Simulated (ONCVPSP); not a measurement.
# Cutoff test, Dy, ONCV

* Element: Dy
* Generator: ONCVPSP 4.0.1
* Type: optimised norm-conserving Vanderbilt (ONCV)
* Functional: LDA (Perdew-Wang 92)
* Relativity: scalar-relativistic
* Frozen core: [Kr] 4d10 4f9
* Valence charge: 11
* Reference configuration: 5s2 5p6 5d1 6s2
* Partial waves: 5s+6s: rc 2.35 bohr, ncon 4, nbas 8, qcut 4.4 1/bohr, 2 projectors; 5p: rc 1.50 bohr, ncon 4, nbas 8, qcut 4.5 1/bohr, 2 projectors, debl 3.4 Ha; 5d: rc 2.50 bohr, ncon 4, nbas 7, qcut 4.3 1/bohr, 2 projectors, debl 4 Ha
* Local potential: polynomial inside 1.35 bohr (lpopt 4, dvloc0 6 Ha)
* Core correction: polynomial model core, fcfact 0.5

**Question.** For each optimised wave give the share of its norm inside rc, the residual kinetic energy above qcut (Ha) and the cutoffs (Ha) for errors of 10, 1, 0.1 and 0.01 mHa per electron.

**Answer.**

```csv
wave,norm inside rc,residual KE,10 mHa,1 mHa,0.1 mHa,0.01 mHa
5s,0.981,2.2e-05,3.2,4.2,8.0,18.8
6s,0.104,7.0e-05,2.6,4.7,9.3,28.3
5p,0.543,1.3e-02,11.5,76.0,92.7,122.6
p projector 2,0.074,1.3e-02,11.2,29.4,73.0,109.3
5d,0.497,2.4e-04,6.0,8.1,13.0,25.7
d projector 2,0.191,8.7e-03,9.3,18.7,33.0,38.0
```

The occupied waves need 76 Ha and 93 Ha for 1 and 0.1 mHa. 1 of 4 tests not solved or not reliable.
